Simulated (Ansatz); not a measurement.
System: C$_{5}$H$_{11}$O, charge 0, multiplicity 2. It need not be the lowest isomer of its formula. 
Coordinates optimised at B3LYP-D3(BJ)/def2-TZVP (Ansatz, an electronic-structure program):
SMILES: [CH2]C(C)(C)OC
```xyz
17

C     -0.3624    -1.2473    -0.9446
C     -0.3690    -0.1547     0.0732
C     -1.0516     1.1071    -0.4650
C     -1.0768    -0.6297     1.3497
O      0.9728     0.1272     0.5187
C      1.8699     0.6104    -0.4608
H      0.2929    -2.0965    -0.8041
H     -1.0933    -1.2802    -1.7406
H     -0.5926     1.4509    -1.3920
H     -2.1035     0.9036    -0.6706
H     -0.9915     1.9072     0.2737
H     -2.1150    -0.8885     1.1413
H     -1.0507     0.1637     2.0990
H     -0.5685    -1.5050     1.7531
H      1.8877    -0.0285    -1.3506
H      1.6327     1.6342    -0.7698
H      2.8587     0.6067    -0.0040
```
Charge 0, spin multiplicity 2.

Dipole moments at this geometry, in debye (magnitudes).

```tsv
level	program	dipole (D)
PBE/def2-TZVPD	Ansatz	[?]
revPBE/def2-TZVPD	Ansatz	1.07
r2SCAN/def2-TZVPD	Ansatz	1.13
B97M-V/def2-TZVPD	Ansatz	1.11
PBE0/def2-TZVPD	Ansatz	1.17
r2SCANh/def2-TZVPD	Ansatz	1.16
r2SCAN0/def2-TZVPD	Ansatz	1.20
HSE06/def2-TZVPD	Ansatz	1.17
CAM-B3LYP/def2-TZVPD	Ansatz	1.24
LC-wPBE/def2-TZVPD	Ansatz	1.26
wB97M-V/def2-TZVPD	Ansatz	1.19
wB97X-V/def2-TZVPD	Ansatz	1.21
CCSD(T)/aug-cc-pVDZ	Ansatz	[?]
```

Problem. Fill in the missing entries.

Solution. 
- PBE/def2-TZVPD, dipole (D): 1.08
- CCSD(T)/aug-cc-pVDZ, dipole (D): 1.18
